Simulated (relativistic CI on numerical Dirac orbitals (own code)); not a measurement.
## Electric-dipole transitions in Dy XVI

Computed by Dirac-Coulomb-Breit CI, separate exchange-only KLI orbitals for each configuration, a model potential for QED, unscaled Slater integrals (own radial code, finite nucleus).

CI space (outside the closed core [Ar] 3d10 4p6): 4s2 4d10 4f5, 4s2 4d10 4f3 5s2, 4s2 4d10 4f3 5s 5p, 4s2 4d10 4f4 5p, 4s2 4d10 4f3 5p2, 4s2 4d10 4f3 5s 5d, 4s2 4d10 4f4 5d, 4s2 4d10 4f3 5p 5d, 4s2 4d9 4f4 5s2, 4s2 4d10 4f3 5d2, 4s2 4d10 4f4 6s, 4s2 4d10 4f4 6p, 4d10 4f7. Levels of other configurations are missing.

```
λ vac (nm)                            Lower                             Upper   A (s⁻¹)  E lower (cm⁻¹)  E upper (cm⁻¹)
    43.895  4s2 4d10 4f3 5s2 4I°_11/2 [144]  4s2 4d10 4f3 5s 5p 4K_13/2 [386]  1.91e+08          118918          346733
    44.341       4s2 4d10 4f5 4H°_9/2 [131]  4s2 4d10 4f3 5s 5p 4K_11/2 [355]  7.26e+07          111624          337148
    44.748   4s2 4d10 4f3 5s2 4I°_9/2 [134]  4s2 4d10 4f3 5s 5p 4K_11/2 [355]  4.71e+08          113673          337148
    46.111      4s2 4d10 4f5 2I°_11/2 [138]  4s2 4d10 4f3 5s 5p 6H_13/2 [346]  7.00e+07          115992          332860
    46.265      4s2 4d10 4f5 4I°_13/2 [146]  4s2 4d10 4f3 5s 5p 6H_15/2 [359]  2.35e+08          121740          337888
    46.669      4s2 4d10 4f5 4I°_11/2 [157]  4s2 4d10 4f3 5s 5p 4K_13/2 [386]  1.00e+08          132457          346733
    46.733   4s2 4d10 4f3 5s2 4I°_9/2 [134]  4s2 4d10 4f3 5s 5p 6H_11/2 [335]  3.02e+08          113673          327655
    46.742  4s2 4d10 4f3 5s2 4I°_11/2 [144]  4s2 4d10 4f3 5s 5p 6H_13/2 [346]  2.46e+08          118918          332860
    47.155      4s2 4d10 4f5 2K°_13/2 [159]  4s2 4d10 4f3 5s 5p 4K_13/2 [386]  2.43e+08          134665          346733
    47.901       4s2 4d10 4f5 4I°_9/2 [154]  4s2 4d10 4f3 5s 5p 4K_11/2 [355]  1.30e+08          128385          337148
    47.953      4s2 4d10 4f5 2I°_11/2 [149]  4s2 4d10 4f3 5s 5p 6H_13/2 [346]  6.61e+07          124322          332860
    48.019      4s2 4d10 4f5 2I°_13/2 [155]  4s2 4d10 4f3 5s 5p 6H_15/2 [359]  1.18e+08          129637          337888
    48.268      4s2 4d10 4f5 2K°_13/2 [165]  4s2 4d10 4f3 5s 5p 4K_13/2 [386]  6.74e+07          139556          346733
    48.592      4s2 4d10 4f5 4I°_13/2 [146]  4s2 4d10 4f3 5s 5p 6I_15/2 [334]  9.52e+07          121740          327537
    48.854      4s2 4d10 4f5 4I°_11/2 [157]  4s2 4d10 4f3 5s 5p 4K_11/2 [355]  1.35e+08          132457          337148
    48.999      4s2 4d10 4f5 2K°_15/2 [160]  4s2 4d10 4f3 5s 5p 6I_17/2 [364]  1.67e+08          136242          340329
    49.203       4s2 4d10 4f5 2H°_9/2 [175]  4s2 4d10 4f3 5s 5p 4I_11/2 [400]  1.34e+08          146818          350059
    49.207      4s2 4d10 4f5 2K°_13/2 [159]  4s2 4d10 4f3 5s 5p 6H_15/2 [359]  1.83e+08          134665          337888
    49.446       4s2 4d10 4f5 2H°_9/2 [176]  4s2 4d10 4f3 5s 5p 4I_11/2 [400]  1.15e+08          147817          350059
    49.679       4s2 4d10 4f5 4F°_3/2 [178]   4s2 4d10 4f3 5s 5p 4D_5/2 [397]  1.84e+08          148297          349590
    49.730  4s2 4d10 4f3 5s2 4I°_11/2 [144]  4s2 4d10 4f3 5s 5p 6K_13/2 [309]  1.08e+08          118918          320005
    49.900      4s2 4d10 4f5 4I°_11/2 [157]  4s2 4d10 4f3 5s 5p 6H_13/2 [346]  1.21e+08          132457          332860
    49.940  4s2 4d10 4f3 5s2 4I°_15/2 [166]  4s2 4d10 4f3 5s 5p 6I_17/2 [364]  4.20e+08          140088          340329
    50.165   4s2 4d10 4f3 5s2 4I°_9/2 [134]  4s2 4d10 4f3 5s 5p 6K_11/2 [294]  1.12e+08          113673          313016
    50.183       4s2 4d10 4f5 4I°_9/2 [154]  4s2 4d10 4f3 5s 5p 6H_11/2 [335]  7.96e+07          128385          327655
    50.420      4s2 4d10 4f5 2K°_13/2 [165]  4s2 4d10 4f3 5s 5p 6H_15/2 [359]  5.08e+07          139556          337888
    50.531      4s2 4d10 4f5 2I°_13/2 [155]  4s2 4d10 4f3 5s 5p 6I_15/2 [334]  4.63e+07          129637          327537
    50.975       4s2 4d10 4f5 4I°_9/2 [154]   4s2 4d10 4f3 5s 5p 6I_9/2 [327]  1.06e+08          128385          324559
    51.848      4s2 4d10 4f5 2K°_13/2 [159]  4s2 4d10 4f3 5s 5p 6I_15/2 [334]  7.01e+07          134665          327537
    53.320      4s2 4d10 4f5 4I°_11/2 [157]  4s2 4d10 4f3 5s 5p 6K_13/2 [309]  4.94e+07          132457          320005
```

Terms are leading LS components. Brackets give the number of a level in order of energy, since labels repeat. The list gives strong lines, with weight on those to low levels, without lines whose two gauges differ by over a factor of 2.5, among the lowest 400 of 9631 levels, so that lines to higher ones, which can be the strongest, are missing. Levels whose partners in the same complex of configurations lie outside the list can be far off, and so can their lines. Rates are taken at the computed energies, electric ones in the length gauge.

At this charge energies of transitions that change n are usually good to better than 1 %, and those within a shell (Δn = 0) to a few per cent. Terms inside the open d or f shell come out 10 to 20 % too wide with unscaled integrals. Levels and lines within the n = 5 or 6 shells can be off by up to 10 % or somewhat more, and those that change n by about 2 %, since core polarisation is missing.

LS names give the leading component of a level, which can be under half, so a name can repeat, a term be missing and a line seem to break the LS rules.
